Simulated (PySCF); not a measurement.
## Oxygen: a sound run and one with changed settings

Sound run: O⁺ [He] 2s2 2p3, O²⁺ [He] 2s2 2p2. Calculation: PySCF 2.14, in x2c-TZVPall (5s3p2d1f, 31 functions); the spin-free X2C one-electron Hamiltonian (Gaussian nucleus). The sound run starts from symmetry-adapted Hartree-Fock orbitals and uses a fine grid where one is needed.

Changed run: initial guess 1e, at most 50 SCF cycles, level shift 10.0 hartree.

| species | method | sound run (hartree) | changed run (hartree) | converged |
| --- | --- | --- | --- | --- |
| O⁺ | UHF | -74.42662 | -74.42662 | no |
| O⁺ | PBE0 | -74.56413 | -74.56411 | no |
| O⁺ | M06-2X | -74.61929 | -74.61928 | no |
| O²⁺ | UHF | -73.15609 | -73.15609 | no |
| O²⁺ | PBE0 | -73.26665 | -73.26665 | no |
| O²⁺ | M06-2X | -73.32924 | -73.32924 | no |

A level shift slows the SCF but leaves a converged energy unchanged.
